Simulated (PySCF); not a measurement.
All values below come from PySCF 2.14.0 with PBE-D3(BJ)/def2-TZVP. All species are isolated molecules in the gas phase. One relaxed conformer stands for a flexible species; it need not be the lowest. Delta-SCF ions had no search for a lower state. Excitations are Tamm–Dancoff values on a coarser integration grid. The basis has no diffuse functions, so Rydberg states are missing or too high.

Reference species (SMILES): `C(S)C=S` (S–C–C–S torsion 113°, C–C–S–H torsion 76°) (neutral, multiplicity 1).

```yaml
vertical ionisation energy (Delta-SCF): 8.41 eV
S1 excitation (TDA): 2.29 eV
```

Changed species: `CC(S)=S` (S–C–S–H torsion 0°).

Question: What does the change do to the vertical ionisation energy (Delta-SCF) and S1 excitation (TDA)?

Answer: the vertical ionisation energy (Delta-SCF) rises by 0.14 eV, to 8.55 eV; the S1 excitation (TDA) rises by 0.32 eV, to 2.61 eV.
